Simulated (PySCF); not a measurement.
Compound: NbSe(NH2)3 (singlet state).
Bonds: Nb1–Se2, Nb1–N3, Nb1–N6, Nb1–N9. Hydrogens: H4, H5 on N3; H7, H8 on N6; H10, H11 on N9.

Method: PBE0-D3(BJ)/def2-SVP geometry optimisation, gas phase, def2 core potentials past Kr in PySCF; density fitting, grid level 1; the optimiser is geomeTRIC in internal coordinates, started from a GFN2-xTB structure with every atom displaced at random (about 0.03 Å).

Step 2: E = -71447.7413 eV
```
atom  x, y, z in Å  |  force x, y, z in eV/Å
Nb1     0.0272   -0.0073    0.4162   -0.079   0.303  -0.151
Se2     0.1039    0.0753    2.7012    0.052  -0.023  -0.133
N3      1.8713   -0.0319   -0.3223   -0.376  -0.071   0.404
H4      2.2269   -0.0522   -1.2701   -0.112   0.008  -0.236
H5      2.6619   -0.0583    0.3157    0.082   0.014   0.075
N6     -0.9302    1.6114   -0.2215    0.273  -0.351   0.110
H7     -1.2906    2.3525    0.3747    0.012  -0.043  -0.023
H8     -1.0808    1.8491   -1.1992   -0.035  -0.011  -0.006
N9     -0.9814   -1.6146   -0.1299    0.199   0.134  -0.053
H10    -1.1095   -1.8882   -1.1007   -0.016   0.011  -0.097
H11    -1.4007   -2.3212    0.4667   -0.001   0.030   0.110
```

Step 3: E = -71447.7642 eV
```
atom  x, y, z in Å  |  force x, y, z in eV/Å
Nb1     0.0255   -0.0018    0.4374   -0.160   0.283   0.178
Se2     0.1152    0.0689    2.7215    0.021  -0.014  -0.005
N3      1.8403   -0.0404   -0.2966    0.232  -0.046   0.099
H4      2.1405   -0.0593   -1.2655   -0.049   0.008  -0.131
H5      2.6596   -0.0667    0.3059    0.028   0.011  -0.002
N6     -0.9151    1.5947   -0.2236    0.037   0.045  -0.032
H7     -1.2870    2.3439    0.3550    0.011  -0.027   0.004
H8     -1.0678    1.8162   -1.2052   -0.023  -0.023   0.001
N9     -0.9556   -1.5917   -0.1409   -0.056  -0.213  -0.125
H10    -1.0811   -1.8541   -1.1162   -0.027  -0.021  -0.011
H11    -1.3764   -2.2953    0.4591   -0.015  -0.005   0.025
```

Step 4: E = -71447.7704 eV
```
atom  x, y, z in Å  |  force x, y, z in eV/Å
Nb1     0.0221    0.0048    0.4488   -0.116   0.005   0.022
Se2     0.1121    0.0677    2.7336    0.001  -0.001  -0.024
N3      1.8418   -0.0410   -0.2824    0.192  -0.021   0.016
H4      2.1119   -0.0575   -1.2633   -0.064   0.012  -0.012
H5      2.6806   -0.0661    0.2939   -0.030   0.006  -0.008
N6     -0.9102    1.5986   -0.2259    0.029   0.043  -0.014
H7     -1.2840    2.3479    0.3505   -0.001   0.000   0.005
H8     -1.0666    1.8130   -1.2085   -0.019  -0.019   0.008
N9     -0.9525   -1.5950   -0.1488    0.014  -0.041  -0.027
H10    -1.0819   -1.8632   -1.1225   -0.003   0.010   0.021
H11    -1.3752   -2.2947    0.4555   -0.003   0.006   0.013
```

**Question.** Estimate the geometry and energy of step 5. (The exact step hangs on the optimiser's Hessian estimate; all steps are aligned on step 4, rigid shifts and turns removed.)

**Answer.** E = -71447.7721 eV, largest force 0.067 eV/Å
```
atom  x, y, z in Å  |  force x, y, z in eV/Å
Nb1     0.0188    0.0060    0.4519    0.001  -0.034  -0.058
Se2     0.1059    0.0645    2.7348   -0.008   0.004   0.014
N3      1.8453   -0.0432   -0.2733    0.035  -0.005   0.004
H4      2.0918   -0.0539   -1.2608   -0.026   0.011   0.000
H5      2.6938   -0.0675    0.2868   -0.013   0.001   0.006
N6     -0.9062    1.6027   -0.2275    0.019   0.025   0.009
H7     -1.2796    2.3527    0.3484    0.002   0.002  -0.001
H8     -1.0698    1.8114   -1.2099   -0.018  -0.012   0.000
N9     -0.9488   -1.5975   -0.1518    0.010   0.003   0.029
H10    -1.0797   -1.8676   -1.1241   -0.002   0.000  -0.001
H11    -1.3733   -2.2930    0.4563   -0.001   0.005  -0.002
```

The energy changes by -0.0017 eV. The first-order estimate −F·Δx gives -0.0028 eV and the mean of the old and new forces, exact on a quadratic surface, -0.0017 eV. The step makes an angle of 70° with the force vector and moves no atom by more than 0.021 Å.

What follows is the cost of the whole optimisation. On one thread of an Arm Neoverse V1, on a shared host, this took 4.6 min and 0.55 GiB of memory at its peak.
